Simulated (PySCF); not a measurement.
# Continuum solvent and chemical shifts

Atoms are numbered as in `[CH3:1][O:2][B:3]([O:4][CH3:5])[SiH2:6][SiH3:7]`. Hydrogens are named by the atom that carries them.

GIAO PBE0/pcSseg-1 in PySCF 2.14 on one PBE0-D3(BJ)/def2-SVP conformer, non-relativistic, equivalent nuclei averaged. Solvents enter as an IEF-PCM continuum (cyclohexane with ε = 2.0, dichloromethane with ε = 8.9) around the gas-phase geometry. Shifts are referred to TMS, BF3·OEt2 computed in the same medium.

In cyclohexane, δ in ppm: C1/C5 54.5, B3 31.5, Si7 -105.1, Si6 -122.0, H(C1)/H(C5) 3.77, H(Si7) 3.47, H(Si6) 3.35. Dipole moment 2.74 D.

Problem. How does each δ change in the more polar medium?

Solution. 
```json
{"atoms": "C1/C5", "environment": "methyl carbon bonded to O", "Δδ, dichloromethane": "+0.6"}
{"atoms": "B3", "environment": "boron bonded to 2 O, Si", "Δδ, dichloromethane": "+0.3"}
{"atoms": "Si7", "environment": "silicon bonded to Si, 3 H", "Δδ, dichloromethane": "-0.1"}
{"atoms": "Si6", "environment": "silicon bonded to B, Si, 2 H", "Δδ, dichloromethane": "+0.7"}
{"atoms": "H(C1)/H(C5)", "environment": "hydrogen on a methyl carbon bonded to O", "Δδ, dichloromethane": "+0.04"}
{"atoms": "H(Si7)", "environment": "hydrogen on a silicon bonded to Si", "Δδ, dichloromethane": "-0.05"}
{"atoms": "H(Si6)", "environment": "hydrogen on a silicon bonded to B, Si", "Δδ, dichloromethane": "-0.01"}
```

Changes are relative to cyclohexane. The dipole moment becomes 2.94 D in dichloromethane.

Problem. Which nuclei move most (in ppm), and what does the model miss?

Solution. C1/C5 (methyl carbon bonded to O, +0.6 ppm) and Si6 (silicon bonded to B, Si, 2 H, +0.7 ppm) in dichloromethane. A continuum only polarises the solute; specific hydrogen bonds, the anisotropy of aromatic solvents and changes of geometry or conformer are outside it.
